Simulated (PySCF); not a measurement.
Structure problem from calculated spectra and properties.

Formula: GeH11NSi3.

- Polarisability: 123.6 au [PBE0/def2-SVPD]
- NMR, other nuclei: isotropic shieldings of nuclei other than C and H, by class: 310 (1 N), 439 (2 Si), 486 (1 Si), 1605 (1 Ge) ppm [GIAO HF/pcSseg-1]
- UV, first state: lowest singlet excitation: 5.31 eV (233 nm, f = 0.005) [TDDFT PBE0/def2-SVPD]
- UV, strongest line: among the 10 lowest singlet transitions: S2 at 6.21 eV (199 nm, f = 0.079) [TDDFT PBE0/def2-SVPD]
- Triplet: lowest triplet excitation (Tamm–Dancoff): 4.93 eV [TDA PBE0/def2-SVPD]
- XPS: Si2p3/2 106.6, Si2p3/2 106.9 (×2), N1s 403.5, Si1s 1846.3, Si1s 1846.8 (×2) eV [ΔSCF SCAN, pcX-2 on the ionised atom, pcseg-1 elsewhere, spin-free X2C, 2p3/2 from a spin–orbit splitting computed afterwards within the 2p shell]
- Dipole: 0.82 D [PBE0/def2-SVPD]
- Rotational structure: rotational constants A, B, C: 1.973, 0.995, 0.833 GHz [PBE0-D3(BJ)/def2-SVP]
- 1H NMR: chemical shifts (computed TMS as zero) by class: 4.43 (2 H), 4.21 (6 H), 3.50 (3 H) ppm [GIAO HF/pcSseg-1]

Electronic properties: PySCF, gas phase, density fitting. Levels stand in brackets. Geometry: PBE0-D3(BJ)/def2-SVP, one conformer, isolated molecule. The calculation (core ionisation apart) is non-relativistic and has no spin–orbit coupling, an omission that weighs most on germanium. NMR classes are plain means over equivalent atoms (diastereotopic ones count apart unless rotation or inversion swaps them), as if these changed places fast.

Task: Propose a structure and show how it fits.

Result: Numbering: `[SiH3:1][GeH2:2][N:3]([SiH3:4])[SiH3:5]`. Hydrogen classes from least to most shielded: 2 H on a germanium bonded to N, Si and 2 H, Ge2 (4.43 ppm), 6 H on 2 SiH3 silicons, Si4/Si5 (4.21 ppm), 3 H on an SiH3 silicon, Si1 (3.50 ppm). The other shieldings belong to: 310 ppm, nitrogen bridging silicon atoms [N3]; 439 ppm, SiH3 silicon [Si4/Si5]; 486 ppm, SiH3 silicon [Si1]; 1605 ppm, germanium bonded to N, Si and 2 H [Ge2]. The core levels belong to: Si2p3/2 106.6 eV, SiH3 silicon [Si1]; Si2p3/2 106.9 eV, SiH3 silicon [Si4/Si5]; N1s 403.5 eV, nitrogen bridging silicon atoms [N3]; Si1s 1846.3 eV, SiH3 silicon [Si1]; Si1s 1846.8 eV, SiH3 silicon [Si4/Si5]. One atom of each topological class was ionised and stands for its class. No core level of Ge was computed. S1 is mainly HOMO→LUMO (weight 0.99); the largest Löwdin shares of the orbital it empties are 0.44 on the nitrogen bridging silicon atoms, 0.10 on the germanium bonded to N, Si and 2 H, 0.09 on an SiH3 silicon and 0.07 on an SiH3 silicon, of the orbital it fills 0.20 on the germanium bonded to N, Si and 2 H, 0.13 on an SiH3 silicon and 0.11 on each of 2 atoms of one kind (SiH3 silicon). The optimised geometry has point group C1 and is an asymmetric top. Structure: `[SiH3][GeH2][N]([SiH3])[SiH3]`. The assignments are read from this structure; whether some other isomer fits the data as well wasn't checked. NMR values of atoms bound to Ge lack the spin–orbit term that these neighbours bring.

Conformer computed: `[SiH3:1][GeH2:2][N:3]([SiH3:4])[SiH3:5]`: Si1–Ge2–N3–Si4 -64°.
